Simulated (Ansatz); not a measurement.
Species: sum formula BaOH (charge 0, doublet). It need not be the lowest isomer of its formula. 
Coordinates optimised at B3LYP-D3(BJ)/def2-TZVP (Ansatz, a first-principles code):
```
O
H 1 0.9588
Ba 1 2.1994 2 180.00
```
Charge 0, spin multiplicity 2.

Basis-set convergence of Hartree-Fock and MP2 correlation energies (hartree) with Ansatz. Valence correlation only, unless marked. Open shells are spin-unrestricted. No spin-orbit coupling. Frozen are the shells of the preceding noble gas and the d and f shells that filled before the atom's block. The outer core of K, Ca and their heavier congeners is not correlated, a term that matters for these elements. Past Kr the def2 sets carry scalar-relativistic core potentials.

```csv
basis,functions,E(HF),"E(corr, MP2)"
def2-SVP,49,-100.51254,-0.21088
def2-TZVPP,85,-100.63741,-0.26985
def2-QZVPP,147,-100.64426,-0.29303
```

Extrapolating the two largest sets (X = 3 and 4) as X^-3: E(corr) = (64·(-0.29303) - 27·(-0.26985))/37 = -0.3099 Eh, an estimate of the basis-set limit. The largest set recovers 94.5 % of it, the smallest 68.0 %.
